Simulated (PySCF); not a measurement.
## Computed properties of Be(NH2)(NMe2) (C₂H₈BeN₂), SMILES C[N]([Be][NH2])C

C₂H₈BeN₂, SMILES C[N](C)[Be][NH2]. The structure is a stationary point at PBE0-D3(BJ)/def2-SVP. One conformer was computed; it need not be the lowest. All values are computed for the isolated molecule unless a solvent is named; none is compared with measurement here.

**Structure.** The optimised structure has C2v symmetry. All 33 harmonic modes at PBE0-D3(BJ)/def2-SVP (PySCF) are real, so it is a minimum. With heavy atoms numbered as in [Be:1]([NH2:2])[N:5]([CH3:6])[CH3:7], the shortest bond between them is N5–C6 at 1.440 Å and the longest Be1–N5 at 1.507 Å.

**Vibrations.** The strongest infrared lines (harmonic, unscaled, degenerate partners summed) lie at 1589 cm⁻¹ (398 km/mol, Be 38 %, H 31 %, N 30 %), 486 cm⁻¹ (143 km/mol, Be 57 %, H 19 %, N 19 %), 2978 cm⁻¹ (132 km/mol, H 97 %). The softest mode is at 122 cm⁻¹ and the zero-point energy is 69.1 kcal/mol.

**Electronic structure.** CAM-B3LYP/def2-TZVP (PySCF) places the frontier levels at -7.40 and 0.55 eV, a gap of 7.95 eV, and gives a dipole moment of 0.47 D and a mean polarisability of 56.6 bohr³. PBE/def2-TZVP (PySCF) at the same geometry gives -4.77 and -0.65 eV, so its gap is 3.83 eV narrower. An orbital gap is neither the optical nor the fundamental gap.

**Excitations.** TDA-ωB97X/def2-SVPD (PySCF) has S1 at 5.68 eV (218 nm, f = 0.008, weak); the most intense of the 10 singlets computed lies at 6.52 eV (f = 0.12). T1 (TDA) is at 5.64 eV, 0.04 eV under S1. TDA-PBE/def2-SVPD (PySCF) puts S1 at 4.26 eV. No vertical singlet excitation falls in the visible range (under 3.1 eV).

**NMR.** GIAO shifts at KT2/pcSseg-1 (PySCF) (non-relativistic, atoms alike by connectivity averaged): ¹³C at 45.1 ppm against TMS; ¹H from 0.8 to 3.0 ppm against TMS.
